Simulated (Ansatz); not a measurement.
A nudged elastic band was laid between two geometries of a periodic cell of 19 atoms, PdC₁₈ (surface graphene monolayer, adsorbate Pd).

Theory: DFT PBE, scalar-relativistic, plane waves, PAW (Ansatz). Settings: cutoff 420 eV, k mesh 2x2x1, gaussian smearing 0.02 eV, no spin polarisation.

```json
{
 "movable images": "5",
 "climbing image": "yes",
 "spring": "10.0 eV/Å²",
 "optimiser": "quadratic models (default)",
 "start path": "straight line",
 "force threshold": "0.05 eV/Å",
 "iteration limit": "44",
 "end points": "relaxed"
}
```

Image 0:

```xyz
19
Lattice="7.3980 0.0000 0.0000 -3.6990 6.4069 0.0000 0.0000 0.0000 13.0000" Properties=species:S:1:pos:R:3
C 0.018 0.016 0.980
C 1.250 0.736 0.980
C -1.215 2.151 0.953
C 0.013 2.873 0.963
C -2.445 4.286 0.965
C -1.216 5.009 0.953
C 2.484 0.016 0.977
C 3.715 0.736 0.978
C 1.241 2.142 1.023
C 2.483 2.859 1.131
C 0.014 4.287 0.961
C 1.240 5.017 1.020
C 4.950 0.016 0.979
C 6.182 0.737 0.978
C 3.727 2.143 1.020
C 4.952 2.873 0.963
C 2.483 4.301 1.131
C 3.726 5.017 1.024
Pd 2.476 3.579 3.171
```

Image 6:

Only the atoms that move by more than 0.05 Å are listed.
```
C5 -2.459 4.304 1.010
C9 1.232 2.168 0.959
C10 2.466 2.856 0.983
C11 -0.007 4.304 1.010
C12 1.223 5.015 1.070
C15 3.700 2.168 0.959
C17 2.466 4.294 1.075
Pd19 2.466 4.672 3.136
```

(1) What changes between the two ends?

(2) Give the energies along the band, and the barrier.

The band took 25 iterations and about 24 core-minutes.

Answers

(1) The atom that moves furthest is Pd19, by 1.09 Å.

(2) It converged. The highest image is number 6 of 0 to 6, 0.040 eV above the first end and 0.000 eV above the last; the last end lies 0.040 eV above the first. The highest image is an end point: on this band no image between the ends rises above it. Between wells the path still climbs a hump at image 3, 0.04 eV above the well before it. Limits of this set-up: coarse k mesh, slab without dipole correction.

```
image  path coordinate (Å)  energy (eV)
    0                 0.00        0.000
    1                 0.21        0.012
    2                 0.41        0.031
    3                 0.62        0.040
    4                 0.94        0.021
    5                 1.26        0.021
    6                 1.58        0.040
```

Run time: 24 min on 1 thread of Arm Neoverse V1, on a shared host, peak memory 1.1 GiB.
